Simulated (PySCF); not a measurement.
**[ReO3(OH)2]− at several levels of theory**

Computed with PySCF 2.14.0 (density fitting, no spin-orbit coupling) at the geometry relaxed with PBE:

```xyz
8
[ReO3(OH)2]− (singlet)
Re    0.0036   -0.0120    0.0778
O    -0.8424   -0.0460    1.6058
O    -1.0319   -0.2060   -1.3334
O     1.7449    0.2115    0.2176
O    -0.1429    1.9540   -0.2421
H     0.6232    2.3680    0.1992
O     0.3854   -1.9695   -0.0400
H    -0.3805   -2.3722   -0.4916
```

```csv
level,basis,state,HOMO (eV),gap (eV),charge on Re1 (e),dipole about the centre of mass (D),largest force component (eV/Å)
PBE,"Re def2-SVP with ECP60, O def2-SVP, H def2-SVP",singlet,-1.53,3.22,0.77,0.07,0.01
BLYP,the same,singlet,-1.37,3.19,0.76,0.08,0.51
TPSSh,the same,singlet,-2.28,4.17,1.01,0.09,0.57
BP86,the same,singlet,-1.64,3.22,0.79,0.08,0.10
PBE,"Re def2-TZVP with ECP60, O def2-TZVP, H def2-TZVP",singlet,-1.82,3.26,1.17,0.15,0.18
PBE,"Re x2c-SVPall, O x2c-SVPall, H x2c-SVPall",singlet,-1.66,3.04,0.44,0.10,0.72
```

Charges are Mulliken's, which hang on the basis. The relaxation used the grid (50, 194), these runs (75, 302) or, all-electron (x2c bases, spin-free X2C Hamiltonian), (99, 590).

What does B3LYP with Re def2-SVP with ECP60, O def2-SVP, H def2-SVP give here?

state singlet, HOMO (eV) -2.84, gap (eV) 4.92, charge on Re1 (e) 0.98, dipole about the centre of mass (D) 0.11, largest force component (eV/Å) 0.74. Time: 6.3 s on 2 threads of Arm Neoverse V1, with other jobs on the host, from an already converged density.

In the first row's basis the gap widens with exact exchange: 3.2 eV for BLYP, BP86, PBE (none); 4.2 to 4.9 eV for TPSSh, B3LYP (a fixed share).
